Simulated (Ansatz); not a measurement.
System: sum formula NbO₂F, charge 0, multiplicity 1. 
Geometry from a B3LYP-D3(BJ)/def2-TZVP (Ansatz, a first-principles code) optimisation:
```
Nb
O 1 1.7180
O 1 1.7180 2 107.46
F 1 1.9103 2 113.91 3 -127.17
```
Charge 0, spin multiplicity 1.

Dipole moments at this geometry, in debye (magnitudes).

| level | program | dipole (D) |
|---|---|---|
| SVWN5/def2-TZVPD | Ansatz | 4.58 |
| PBE/def2-TZVPD | Ansatz | 4.59 |
| revPBE/def2-TZVPD | Ansatz | 4.60 |
| B97M-V/def2-TZVPD | Ansatz | 4.86 |
| B3LYP/def2-TZVPD | Ansatz | [?] |
| PBE0/def2-TZVPD | Ansatz | 4.87 |
| BHLYP/def2-TZVPD | Ansatz | 5.16 |
| r2SCANh/def2-TZVPD | Ansatz | 4.87 |
| r2SCAN0/def2-TZVPD | Ansatz | 4.99 |
| HSE06/def2-TZVPD | Ansatz | 4.86 |
| LC-wPBE/def2-TZVPD | Ansatz | 5.07 |
| wB97M-V/def2-TZVPD | Ansatz | 4.99 |
| wB97X-V/def2-TZVPD | Ansatz | 5.02 |
| CCSD(T)/def2-SVPD | Ansatz | [?] |

Question: What belongs in the gaps?

Answer: 
- B3LYP/def2-TZVPD, dipole (D): 4.84
- CCSD(T)/def2-SVPD, dipole (D): 4.91
